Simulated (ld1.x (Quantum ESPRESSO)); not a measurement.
**Transferability test, TM potential for N**

```
Element                 : nitrogen
Generator               : ld1.x (Quantum ESPRESSO) 7.5
Type                    : norm-conserving Troullier–Martins (Kleinman–Bylander form)
Functional              : PBE
Relativity              : fully relativistic
Frozen core             : [He]
Valence charge          : 5
Reference configuration : 2s2 2p2 (charge +1)
Partial waves           : 2p (bound): rc 1.80 bohr; 3d channel at 0.3 Ry: rc 1.80 bohr; 2s (bound): rc 0.65 bohr
Local potential         : the s channel
Core correction         : none
```

Open shells are filled in proportion to 2j + 1 (rel_dist='average').

Energies are relative to the spin-unpolarised reference configuration 2s2 2p2; without spin polarisation the order of configurations can differ from experiment.

```
valence configuration  charge  ΔE all-electron (eV)  error AE − PS (meV)
              2s2 2p1      +2                28.854                 +116
              2s2 2p0      +3                75.936                 +819
              2s1 2p4       0                -2.084                 +124
            2s2 2p2.5    +0.5                -8.498                 +9.9
              2s0 2p5       0                 9.450                 +267
            2s2 2p3.3    -0.3               -15.210                  +31
```

Question: What are ΔE and the potential's error for 2s2 2p3?

Answer: ΔE = -13.591 eV all-electron; the error (AE − PS) is +25 meV.

Levels in the configuration 2s2 2p3.3:

```json
{"level": "2s j=1/2", "all-electron (eV)": "-15.124", "pseudo (eV)": "-15.062"}
{"level": "2p j=1/2", "all-electron (eV)": "-3.784", "pseudo (eV)": "-3.797"}
{"level": "2p j=3/2", "all-electron (eV)": "-3.766", "pseudo (eV)": "-3.779"}
```
